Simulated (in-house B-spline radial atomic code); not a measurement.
Whole-atom quantities along the 13-electron series, configuration [Ne] 3s2 3p1. Computed with an all-electron radial atomic-structure program (B-spline basis): non-relativistic Hartree-Fock, average of the configuration, point nuclei.

```json
{"ion": "Al", "Z": "13", "E/Z² (Eh)": "-1.4312", "Σ<r²> (bohr²)": "33.477", "n(0)/Z³ (bohr⁻³)": "0.63853", "Lamb diamagnetic shielding (ppm)": "789.9", "repulsion over attraction": "0.16378"}
{"ion": "Si+", "Z": "14", "E/Z² (Eh)": "-1.4723", "Σ<r²> (bohr²)": "20.124", "n(0)/Z³ (bohr⁻³)": "0.64387", "Lamb diamagnetic shielding (ppm)": "867.78", "repulsion over attraction": "0.15674"}
{"ion": "P2+", "Z": "15", "E/Z² (Eh)": "?", "Σ<r²> (bohr²)": "?", "n(0)/Z³ (bohr⁻³)": "?", "Lamb diamagnetic shielding (ppm)": "?", "repulsion over attraction": "?"}
{"ion": "S3+", "Z": "16", "E/Z² (Eh)": "-1.5433", "Σ<r²> (bohr²)": "10.639", "n(0)/Z³ (bohr⁻³)": "0.65319", "Lamb diamagnetic shielding (ppm)": "1022.59", "repulsion over attraction": "0.14277"}
{"ion": "Cl4+", "Z": "17", "E/Z² (Eh)": "?", "Σ<r²> (bohr²)": "?", "n(0)/Z³ (bohr⁻³)": "?", "Lamb diamagnetic shielding (ppm)": "?", "repulsion over attraction": "?"}
{"ion": "Ar5+", "Z": "18", "E/Z² (Eh)": "-1.6018", "Σ<r²> (bohr²)": "6.8222", "n(0)/Z³ (bohr⁻³)": "0.66097", "Lamb diamagnetic shielding (ppm)": "1176.93", "repulsion over attraction": "0.13028"}
{"ion": "K6+", "Z": "19", "E/Z² (Eh)": "-1.6273", "Σ<r²> (bohr²)": "5.6761", "n(0)/Z³ (bohr⁻³)": "0.66438", "Lamb diamagnetic shielding (ppm)": "1254.01", "repulsion over attraction": "0.12467"}
```

Fill in the row of P2+.

E/Z² (Eh): -1.5095; Σ<r²> (bohr²): 14.108; n(0)/Z³ (bohr⁻³): 0.64874; Lamb diamagnetic shielding (ppm): 945.28; repulsion over attraction: 0.14962.

Fill in the row of Cl4+.

E/Z² (Eh): -1.5739; Σ<r²> (bohr²): 8.3892; n(0)/Z³ (bohr⁻³): 0.65725; Lamb diamagnetic shielding (ppm): 1099.79; repulsion over attraction: 0.13631.

With what power of Z does the column «Σ<r²> (bohr²)» change over this range?

A fit of the logarithm of its size against log Z from Z = 13 to 19 has slope -4.56. Unscreened non-relativistic hydrogenic orbitals would give -2.
